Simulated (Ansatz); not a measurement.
Wavefunction ladder for BrGaHS, SMILES `[SH][Ga][Br]` radical

```xyz
4

S    -0.287   -0.777   -1.392
Ga    0.527   -0.841    0.687
Br    0.397    1.103    1.950
H    -0.636    0.515   -1.245
```

Total charge 0; spin multiplicity 2. Correlated methods include outer-core shells of Br, Ga, which these sets cover unevenly. Scalar relativity is left out up to krypton. The geometry is a stationary point of PBE0-D4/def2-TZVP. It is one conformer, not always the lowest. Frozen core, unrestricted reference, the Gaussian-basis code of Ansatz.

```tsv
basis	HF (Eh)	MP2 corr.
def2-SVP	-4893.17150	-0.54790
def2-TZVPP	-4893.87568	-0.64559
def2-QZVPP	-4893.97593	-1.22505
```

**Question.** Estimate the CCSD correlation energy and the (T) correction in each basis where they were run (hartree).

**Answer.** 
```json
{"basis": "def2-SVP", "CCSD corr.": "-0.55704", "(T)": "-0.01670"}
{"basis": "def2-TZVPP", "CCSD corr.": "-0.66372", "(T)": "-0.02828"}
```
